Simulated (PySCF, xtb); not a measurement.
Zn(OH)(NH2) (H₃NOZn), SMILES [NH2][Zn][OH].

xtb with GFN2-xTB at its own geometry gives an orbital gap of 3.47 eV and a dipole moment of 3.54 D.

The structure is a stationary point at B3LYP-D3(BJ)/def2-TZVP. Other conformers were not sampled.

### Question
What does PySCF with PBE/def2-TZVPD give? (The exact figures need the calculation; the answer reports its results.)

### Answer
gap 4.14 eV (levels -5.85 and -1.71 eV), dipole 2.31 D.
